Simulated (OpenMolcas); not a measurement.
**P2+: from CASSCF to CASPT2**

```
Program             : OpenMolcas 26.06
Basis               : ANO-R3 [6s5p4d2f1g]
Scalar Hamiltonian  : X2C, finite nucleus
Active space        : 3 electrons in 4 orbitals (3s 3p)
State averaging     : 2S+1 = 4 odd, 1 root; 2S+1 = 2 odd, 11 roots; 2S+1 = 4 even, 3 roots; 2S+1 = 2 even, 9 roots
Spin-orbit coupling : RASSI with atomic mean-field integrals over the reference wave functions, term energies averaged over their components
```

Methods on the same reference wave functions:
A. CASSCF
B. SS-CASPT2, IPEA 0.25 Eh, imaginary shift 0.1 Eh (closed shells correlated: 2s 2p)
C. MS-CASPT2, IPEA 0.25 Eh, imaginary shift 0.1 Eh (closed shells correlated: 2s 2p)

Energies in cm⁻¹ above 3s² 3p ²P°_1/2, the measured ground level; measured values from Martin, Zalubas and Musgrove, J. Phys. Chem. Ref. Data 14, 751 (1985).

```tsv
Level	A	B	C	Measured
3s² 3p ²P°_1/2	0.0	0.0	0.0	0.0
3s² 3p ²P°_3/2	495	495	500	559
3s 3p² ⁴P_1/2	49856	55060	55190	56922
3s 3p² ⁴P_3/2	50032	55240	55370	57126
3s 3p² ⁴P_5/2	50320	55530	55650	57454
3s 3p² ²D_3/2	86429	77610	77740	
3s 3p² ²D_5/2	86432	77610	77740	
3s 3p² ²S_1/2	104632	99580	99700	100200
3s 3p² ²P_1/2	120625	110850	110970	109037
3s 3p² ²P_3/2	120952	111170	111300	109413
3p³ ⁴S°_3/2	156251	158330	158460	159715
3p³ ²D°_3/2	174927	159730	159860	
3p³ ²D°_5/2	174934	159740	159860	
3p³ ²P°_1/2	193176	178580	178830	170171
3p³ ²P°_3/2	193202	178610	178850
```

Deviations, from unrounded energies. A percentage is the sum of absolute deviations over the sum of measured energies, with the sign that they share, or ± where signs differ.

```csv
Against measurement,Levels,A,B,C
mean absolute deviation (cm-1),9,8400,2200,2200
fine structure of the ground term (%),1,-11.4,-11.4,-10.6
other configurations (%),8,±9.2,±2.4,±2.4
```

B, C lie about equally close to measurement and A furthest from it. The largest miss of C in the table is 3p³ ²P°_1/2, by +8700 cm-1. The ranking rests on the paired levels alone, and a cruder setting can come out closer through cancelling errors.

Between B and C the level of the table that moves most is 3p³ ²P°_1/2, by 250 cm-1 (lowest in B, highest in C). Moves below CASPT2's spread within the term are not significant.

The mean deviations of B to C differ by less than CASPT2's widest spread within a term (2200 cm-1), so their order carries little weight.

The lowest spin-free term lies below A's lowest term by 0.305 hartree in B, 0.305 hartree in C.

CASPT2 does not keep the components of a term degenerate, so their means are used; among the terms shown or strongly mixed into the levels shown the widest spread is 2200 cm-1 (3p³ ²D°, C). Over all roots computed the reference weight is 0.87 to 0.98 in B, 0.87 to 0.98 in C; the roots of lowest weight are the least certain, and an intruder state may touch them. Terms of s pⁿ other than that of highest spin mix with s² pⁿ⁻² d, which this space lacks; all of them can be thousands of cm-1 off, and some have no real level of that name. The CASPT2 spread within a term exceeds the gap to the next term for 3p³ ⁴S° and 3p³ ²D°, so the order of their levels is uncertain, and so are names and mixing where such terms share a J (holds for B; C). Measured partners are found by configuration, term and J. A level has none where our copy of the source lacks it or the pairing is in doubt (some pairs that miss far off the trend of their configuration count as doubtful), and it then counts in no deviation. Levels of configurations outside the active space are missing.

° marks odd parity.
